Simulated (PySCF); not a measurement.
Si(Cl)(F)(SeH)2 (ClFH2Se2Si), SMILES F[Si](Cl)([SeH])[SeH].

Coordinates come from a PBE-D3(BJ)/def2-SVP optimisation. Other conformers were not sampled.

Method: PySCF 2.14.0 with PBE-D3(BJ)/def2-SVP.

Frequencies are harmonic and unscaled.

```tsv
mode	ν (cm⁻¹)	IR (km/mol)	moving atoms (share of kinetic energy)
1	86	0.1	Se 58 %, Cl 15 %, F 13 %
2	113	0.8	Cl 56 %, Se 27 %, F 13 %
3	154	3.9	Cl 25 %, Si 23 %, Se 22 %, F 19 %, H 11 %
4	171	11.2	H 75 %, Se 13 %
5	195	6.1	F 53 %, Se 26 %, Cl 9 %, H 8 %
6	203	9.1	F 41 %, H 31 %, Se 21 %
7	247	2.8	H 67 %, F 17 %, Se 12 %
8	316	6.3	Si 26 %, Cl 26 %, Se 25 %, F 22 %
9	486	133.1	Si 80 %, Se 11 %
10	555	135.7	Si 52 %, Cl 32 %, H 14 %
11	645	7.2	H 93 %
12	662	38.4	H 76 %, Si 16 %
13	878	98.6	F 54 %, Si 45 %
14	2353	5.7	H 99 %
15	2363	5.0	H 99 %
```
